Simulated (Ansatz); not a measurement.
**Computed against measured: atomisation enthalpy at 298 K**

6 molecules with two or more fluorines; the atomisation enthalpy at 298 K in kJ/mol, computed less measured. Shapes, held fixed at every level: PBE0-D4/def2-TZVP. Flexible molecules stand in one conformer, not always the lowest. Thermal terms are harmonic and unscaled (PBE0-D4/def2-TZVP); the spin-orbit lowering of the free atoms is taken from their spectra. Programs: Ansatz 0.2.0. Measured values: Active Thermochemical Tables, CRC Handbook of Chemistry and Physics, NIST-JANAF tables.

Levels: A = SPW92/def2-TZVPP; B = B2PLYP/def2-TZVPP; C = CCSD(T)/def2-SVP.

```json
{"molecule": "AsF3 (arsenic trifluoride)", "from tabulated heats": "1326", "A": "+353", "B": "+4", "C": "-167"}
{"molecule": "S2F2 (Difluorodisulfane)", "from tabulated heats": "1049", "A": "+352", "B": "-52", "C": "-266"}
{"molecule": "NF3 (SMILES FN(F)F)", "from tabulated heats": "843", "A": "+443", "B": "-16", "C": "-137"}
{"molecule": "CH2F2 (difluoromethane)", "from tabulated heats": "1763", "A": "+331", "B": "-19", "C": "-95"}
{"molecule": "SF6 (sulfur hexafluoride)", "from tabulated heats": "1974", "A": "+703", "B": "-76", "C": "-403"}
{"molecule": "SeF6 (selenium hexafluoride)", "from tabulated heats": "1820", "A": "+706", "B": "-13", "C": "-260"}
```

(1) Sum up the errors.

## Answers

(1) 
| level | kind | mean error | mean absolute error | worst case |
| --- | --- | --- | --- | --- |
| SPW92/def2-TZVPP | LDA | +481.3 | 481.3 | SeF6 |
| B2PLYP/def2-TZVPP | double hybrid | -28.7 | 30.0 | SF6 |
| CCSD(T)/def2-SVP | coupled cluster or CI | -221.3 | 221.3 | SF6 |

On this set B2PLYP/def2-TZVPP has the smallest mean absolute error and SPW92/def2-TZVPP the largest. SPW92/def2-TZVPP is too high in 6 of 6; B2PLYP/def2-TZVPP is too low in 5 of 6; CCSD(T)/def2-SVP is too low in 6 of 6. The heats of SeF6 come from older tables and can be uncertain by 10 kJ/mol or more. Heats of the atoms come from ATcT where it has them. The levels differ in basis as well as in method. The tabulated values of AsF3, S2F2 are in doubt (older tables, estimates, or at odds with other calculations) and kept here. Over the 4 molecules whose values aren't doubted the mean absolute errors are A 545.8; B 31.0; C 223.8. Correlated wave functions converge slowly with the basis. Relativity is left out for As, Se. Outer-core shells of As, Se are correlated, in sets that cover them unevenly. The set is small.
